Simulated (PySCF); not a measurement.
H₃O₃V, SMILES [OH][V]([OH])[OH] (connectivity only; charge and spin as stated), neutral, multiplicity 3.

Geometry: B3LYP-D3(BJ)/def2-SVP. A frequency run showed that this geometry is not a minimum. The multiplicity is an assumed one; other spin states were not compared. The values are those of a single conformer.

All values below come from PySCF with B3LYP-D3(BJ)/def2-SVP.

Frequencies are harmonic and unscaled.

| mode | ν (cm⁻¹) | IR (km/mol) | moving atoms (share of kinetic energy) |
|---|---|---|---|
| 1 | 53i | 9.9 | H 87 %, O 12 % |
| 2 | 118 | 2.5 | V 38 %, H 33 %, O 29 % |
| 3 | 165 | 70.8 | O 53 %, H 36 %, V 10 % |
| 4 | 177 | 0.2 | O 56 %, H 27 %, V 17 % |
| 5 | 263 | 247.9 | H 73 %, O 25 % |
| 6 | 320 | 79.8 | H 69 %, O 30 % |
| 7 | 366 | 119.5 | H 78 %, O 22 % |
| 8 | 402 | 193.3 | H 63 %, O 30 % |
| 9 | 650 | 171.7 | H 82 %, O 16 % |
| 10 | 696 | 6.1 | O 90 %, H 9 % |
| 11 | 771 | 192.1 | O 58 %, V 33 %, H 9 % |
| 12 | 798 | 212.6 | O 57 %, V 36 % |
| 13 | 3804 | 60.0 | H 94 % |
| 14 | 3903 | 174.4 | H 94 % |
| 15 | 3907 | 159.2 | H 94 % |
